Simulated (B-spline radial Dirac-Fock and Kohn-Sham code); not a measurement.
Atomic SCF run for I

ΔSCF core binding energies without Breit or QED terms, calculated with a radial B-spline solver. Keys: rel is the Hamiltonian (dirac, or spin-free x2c and nr, where L3 and M5 stand for the whole 2p and 3d shells), method is hf or an exchange,correlation pair (spin-unpolarised, also for the hole states), nuc the nuclear model, radius_factor scales its radius, rmax is the box in bohr, h the logarithmic mesh step, order the B-spline order, points the quadrature points per cell, c_factor scales the speed of light, and damp, ndamp, maxit and tol steer the iteration. The run stops when the commutator error falls below 10·tol·max(1, Z/10), or the numerical noise floor, and the energy has settled to about 1e-8 Ha; the virial ratio is −V/T.

Input (task.json):

```json
{"items": [{"Z": 53, "q": 0, "cfg": [[1, 0, 2], [2, 0, 2], [2, 1, 6], [3, 0, 2], [3, 1, 6], [3, 2, 10], [4, 0, 2], [4, 1, 6], [4, 2, 10], [5, 0, 2], [5, 1, 5]], "A": 127, "rrms": 4.75, "do": "settings", "holes": ["K", "L3", "M5"],
  "settings": [{"rel": "dirac", "method": "hf", "nuc": "fermi", "radius_factor": 1.0, "rmax": 45.0, "h": 0.3, "order": 8, "points": 10, "c_factor": 0.9, "maxit": 60, "damp": 0.5, "ndamp": 3, "tol": 1e-08}]}]}
```

Command: `python xray2_run.py task.json out`

Ground-state iterations:

```
iter   energy (Ha)        error
   1    -7164.15834748  1.69e+00
   2    -7165.93195267  2.25e-01
   3    -7166.79949341  4.52e-02
   4    -7166.84443933  1.58e-02
   5    -7166.84744647  5.43e-03
   6    -7166.84809799  7.33e-04
   7    -7166.84811509  3.10e-04
   8    -7166.84811671  4.10e-05
   9    -7166.84811674  3.94e-06
  10    -7166.84811674  5.01e-07
```

The ground state converged in 10 iterations, with total energy -7166.84812 Ha, virial ratio 1.92904 and highest orbital energy -10.48 eV. ΔSCF binding energies: K (1s) 33636.1 eV, L3 (2p3/2) 4573.4 eV, M5 (3d5/2) 624.8 eV.
